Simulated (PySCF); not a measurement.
C4H4S2.

```xyz
10

C      0.0000     0.0000     2.2948
C      0.0000     0.0000     0.9482
S      0.0000     1.4850    -0.0358
C      0.0000     0.6722    -1.5880
C      0.0000    -0.6722    -1.5880
S      0.0000    -1.4850    -0.0358
H      0.0000    -0.9360     2.8551
H      0.0000     0.9360     2.8551
H      0.0000     1.2952    -2.4830
H      0.0000    -1.2952    -2.4830
```

The structure is a stationary point at TPSSh-D3(BJ)/def2-SVP.

Computed with B3LYP/pcSseg-1 (PySCF). Non-relativistic, no solvent.

Computed absolute GIAO shielding of each atom: isotropic value and principal components (ppm):
| atom | σ(iso) | σ11 | σ22 | σ33 | span |
|---|---|---|---|---|---|
| C1 | 78.7 | -31.1 | 108.2 | 158.9 | 190.0 |
| C2 | 17.8 | -69.8 | 43.3 | 80.0 | 149.8 |
| S3 | 275.3 | 87.2 | 251.5 | 487.1 | 399.8 |
| C4 | 52.9 | -36.0 | 81.9 | 112.7 | 148.6 |
| C5 | 52.9 | -36.0 | 81.9 | 112.7 | 148.6 |
| S6 | 275.3 | 87.2 | 251.5 | 487.1 | 399.8 |
| H7 | 26.1 | 22.9 | 23.9 | 31.6 | 8.8 |
| H8 | 26.1 | 22.9 | 23.9 | 31.6 | 8.8 |
| H9 | 25.8 | 23.4 | 24.6 | 29.3 | 5.9 |
| H10 | 25.8 | 23.4 | 24.6 | 29.3 | 5.9 |
